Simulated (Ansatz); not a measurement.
A nudged elastic band was laid between two geometries of AlCl2F + H2 (6 atoms, charge 0, multiplicity 1).

The calculation used RKS BHLYP/def2-SVP in Ansatz.

| Quantity | Value |
| --- | --- |
| movable images | 5 |
| climbing image | yes |
| spring | 5.0 eV/Å² |
| optimiser | quadratic models (default) |
| start path | through a guess of the saddle point |
| force threshold | 0.05 eV/Å |
| iteration limit | 60 |
| end points | relaxed |

Image 0:

```xyz
6
Properties=species:S:1:pos:R:3
Al 0.009 0.105 0.115
F 0.006 0.600 1.686
Cl 1.809 0.033 -0.913
Cl -1.798 -0.043 -0.894
H 0.058 -2.048 0.624
H 0.052 -1.731 1.312
```

Image 6:

```xyz
6
Properties=species:S:1:pos:R:3
Al 0.022 -0.616 -0.285
F 0.020 -0.077 1.676
Cl 1.798 0.316 -0.910
Cl -1.799 0.240 -0.892
H 0.056 -2.132 0.107
H 0.039 -0.815 2.236
```

Question: What changes between the two ends?

Answer: Bonds broken: H5–H6. Bonds formed: Al1–H5, F2–H6. AlCl2F + H2 becomes AlCl2FH2.

Question: What energy profile does the band end with?

Answer: It converged. The highest image is number 3 of 0 to 6, 131.7 kJ/mol above the first end and 30.0 kJ/mol above the last; the last end lies 101.8 kJ/mol above the first. A vibrational analysis at the climbing image gives one clearly imaginary mode, 1026i cm⁻¹: a first-order saddle point. The orbitals stay closed-shell, which can raise the energy where a bond breaks towards radicals; this wasn't checked here.

```tsv
image	path coordinate (Å)	energy (kJ/mol)	H5–H6 (Å)	Al1–H5 (Å)	F2–H6 (Å)
0	0.00	0.0	0.76	2.21	2.36
1	0.39	10.2	0.76	2.09	1.92
2	0.78	65.9	0.84	1.85	1.50
3	1.17	131.7	1.16	1.68	1.09
4	1.52	115.8	1.58	1.60	0.95
5	1.87	105.2	2.03	1.58	0.93
6	2.22	101.8	2.50	1.57	0.93
```

Question: What is the geometry of the highest image?

Answer: 
```xyz
6
Properties=species:S:1:pos:R:3:forces:R:3
Al 0.017 -0.382 -0.105 -0.01 -0.01 -0.05
F 0.021 -0.017 1.722 0.02 -0.02 0.03
Cl 1.820 0.166 -0.993 -0.02 -0.01 0.01
Cl -1.815 0.102 -0.969 0.02 -0.01 0.01
H 0.047 -1.860 0.702 0.02 0.01 0.00
H 0.045 -1.093 1.574 -0.02 0.03 -0.01
```

Question: What are the harmonic wavenumbers there?

Answer: 1026i, 152, 153, 245, 474, 477, 640, 671, 1216, 1226, 1744, 2134 cm⁻¹.

The run took 2.5 min on 1 thread of Arm Neoverse V1, with other jobs on the host, peak memory 0.14 GiB.
